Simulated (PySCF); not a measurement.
# Tm: excitation energy

Tm [Xe] 4f13 6s2 (2F) → Tm [Xe] 4f12 5d1 6s2 (high-spin determinant), as a difference of total energies. Computed with PySCF 2.14 in x2c-TZVPPall (11s7p7d4f2g, 113 functions), with the spin-free X2C one-electron Hamiltonian (Gaussian nucleus). Correlated levels: valence: [Kr] 4d10 frozen; valence and next inner shell: [Ar] 3d10 frozen. The calculations carry no spin-orbit coupling.

```csv
method,excitation energy (cm⁻¹)
UHF,-8894.8
PBE,24981
PBE0,17415
r2SCAN,16226
MP2 (valence),29342
MP2 (valence and next inner shell),33588
SCS-MP2 (valence and next inner shell),27475
```

Question: Estimate what LDA gives.

Answer: 28788 cm⁻¹, closest to MP2 (valence) among the rows shown.

Question: Estimate what SCS-MP2 (valence) gives.

Answer: 24481 cm⁻¹, closest to PBE among the rows shown.

A first-order spin-orbit estimate (lowest level to lowest level, LS coupling) adds -0.254 eV.

The determinant of the upper state mixes LS terms, which raises its energy above the lowest term, most at the Hartree-Fock and MP2 levels.
